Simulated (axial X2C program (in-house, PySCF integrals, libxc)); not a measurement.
## Worked dissociation energy of LiNi⁻: PBEsol, without spin–orbit coupling

Computed with an in-house all-electron X2C program for linear molecules (integrals from PySCF). Spin-free means the one-electron spin-free X2C Hamiltonian. Basis: Ni dyall-acv3z [10s10p7d4f2g], Li dyall-av3z [9s9p3d] (cores contracted in-house); Gaussian nuclei, density fitting, unrestricted open shells. Masses: Ni 57.935 u, Li 7.016 u.

Molecular state: M_S = 1, Λ = 1 (beyond evenly filled blocks: σα, π+α, π+β, π-α).

- E(Ni-) (2M_S = 1, M_L = 1): -1519.112246 hartree
- E(Li) (2M_S = 1, M_L = 0): -7.398208 hartree
- E(LiNi⁻) at Re: -1526.556110 hartree
- ωe: 290.6 cm⁻¹
- ωexe: 3.05 cm⁻¹

Q: Work out De and D0.

A: De = -1519.112246 + (-7.398208) − (-1526.556110) = 0.04566 hartree = 1.242 eV. The zero-point energy is ωe/2 − ωexe/4 = 145 cm⁻¹ = 0.018 eV, so D0 = 1.224 eV.

Occupations by symmetry block were frozen at the best pattern of an incomplete PBE0 search. De is counted from the lowest determinant-based energies of the atoms at the same level, without counterpoise correction. PBE0 can misorder states that lie within some tenths of an eV, so this need not be the ground state of the molecule. The nearest other spin-free determinant of the search, M_S = 1, Λ = 2, lies 0.004 eV up at the distance of the search. Without a current term, density functionals place determinants with orbital angular momentum somewhat too high. At some level and bond length an empty orbital lies below a filled one. The highest occupied level of some functionals is positive through self-interaction error; at Hartree–Fock it is bound. With spin–orbit coupling the lowest determinant has another configuration, so this spin-free state is a model.

Each atomic determinant is the lowest at this level and need not be a pure term. Totals compare only within one Hamiltonian and basis.
